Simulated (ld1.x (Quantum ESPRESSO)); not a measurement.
# Sr (Z = 38), PAW: configuration errors across variants

- Element: Sr (Z = 38)
- Generator: ld1.x (Quantum ESPRESSO) 7.5
- Type: PAW
- Functional: PBE
- Relativity: scalar-relativistic
- Frozen core: [Ar] 3d10
- Valence charge: 10
- Reference configuration: 4s2 4p6 4d0 5s0.5 5p0 (charge +1.5)
- Partial waves: 4s (bound): rcut 1.95, rcutus 2.15 bohr; 5s (bound): rcut 1.95, rcutus 2.15 bohr; 4p (bound): rcut 2.00, rcutus 2.35 bohr; 5p (bound, empty): rcut 2.00, rcutus 2.35 bohr; 4d (bound, empty): rcut 2.60, rcutus 3.45 bohr; 4d channel at 0.1 Ry: rcut 2.60, rcutus 3.45 bohr
- Local potential: all-electron potential smoothed inside 2.70 bohr (lloc = -1)
- Core correction: Bessel-smoothed model core, default radius (core density twice the valence density)
- Augmentation charge: PSQ, inside the norm-conserving radii

All-electron excitation energies from the reference (eV): (1) 4s2 4p6 4d0 5s2 5p0 -10.711; (2) 4s2 4p6 4d0 5s1 5p0 -4.826; (3) 4s2 4p6 4d0 5s0 5p0 6.181; (4) 4s2 4p6 4d1 5s0 5p0 -3.062; (5) 4s2 4p6 4d0 5s0 5p2 -6.004; (6) 4s1 4p6 4d0 5s2 5p0 36.311; (7) 4s2 4p6 4d0 5s0 5p1 -1.889.

4 further variants failed, have other tests or too few solved ones, and are left out.

Errors AE − PS in meV (a dash: test not solved or not reliable):

| change | (1) | (2) | (3) | (4) | (5) | (6) | (7) | bound ghosts |
| --- | --- | --- | --- | --- | --- | --- | --- | --- |
| base | +1.8 | +0.5 | -0.3 | +0.5 | +1.2 | -12 | +0.8 | none |
| all radii but the core radius scaled by about 1.16 (s 2.50, p 2.74, d 4.02 bohr, rcut 2.28/2.32/3.02); local potential all-electron potential smoothed inside 3.14 bohr (lloc = -1) | +3.8 | +0.9 | -0.1 | -1.0 | +4.4 | – | – | none |
| all radii but the core radius scaled by about 1.25 (s 2.68, p 2.94, d 4.30 bohr, rcut 2.44/2.50/3.24); local potential all-electron potential smoothed inside 3.38 bohr (lloc = -1) | – | – | – | – | – | – | – | none |
| all radii but the core radius scaled by about 1.38 (s 2.96, p 3.24, d 4.76 bohr, rcut 2.68/2.76/3.58); local potential all-electron potential smoothed inside 3.72 bohr (lloc = -1) | – | – | – | – | – | – | – | none |

(1) Give the same row for: all radii but the core radius scaled by about 1.28 (s 2.76, p 3.02, d 4.42 bohr, rcut 2.50/2.56/3.34); local potential all-electron potential smoothed inside 3.46 bohr (lloc = -1).

Answers

(1) –, –, –, –, –, –, –; bound ghosts: none.
